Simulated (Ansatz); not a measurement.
Ti6⁺, relaxed as a doublet with UKS PBE-D4/def2-SVP in Ansatz, starting from the GFN2-xTB geometry. Force threshold 0.02 eV/Å.

The charge 1 doublet is spin-contaminated (final ⟨S²⟩ up to 1.83, 0.75 for a pure state). The structure comes from a short search, and lower isomers may exist.

Start:

```tsv
atom	x (Å)	y (Å)	z (Å)
Ti1	-2.073	0.423	-1.395
Ti2	-0.464	-2.227	-1.113
Ti3	0.642	-1.390	2.189
Ti4	2.136	1.374	0.809
Ti5	0.883	0.286	-2.362
Ti6	-1.124	1.534	1.872
```

Estimate the energy that the relaxation releases and the steps that it takes.

189.7 kcal/mol, in 19 steps; 14 min on 4 threads of Arm Neoverse V2 on a shared host. No frequencies were taken in this run, so the end may be a saddle point.

Does the start keep its bonding and symmetry?

Bonds formed: Ti2–Ti4, Ti2–Ti6, Ti5–Ti6 (atoms count from 1). The end is the same structure that another start reached. Point group C3v at the start, Cs at the end, both within 0.05 Å.

Predict the relaxed structure.


```xyz
6

Ti   -1.8682    0.2516   -1.4059
Ti   -0.0995   -1.3310   -0.3675
Ti    0.4568   -0.9944    2.1162
Ti    1.8036    0.2464    0.4264
Ti    0.3880    0.9331   -1.5745
Ti   -0.6808    0.8943    0.8053
```
Bond lengths (bridged metal pairs left out): 12 × Ti–Ti 2.36 to 2.61 Å.
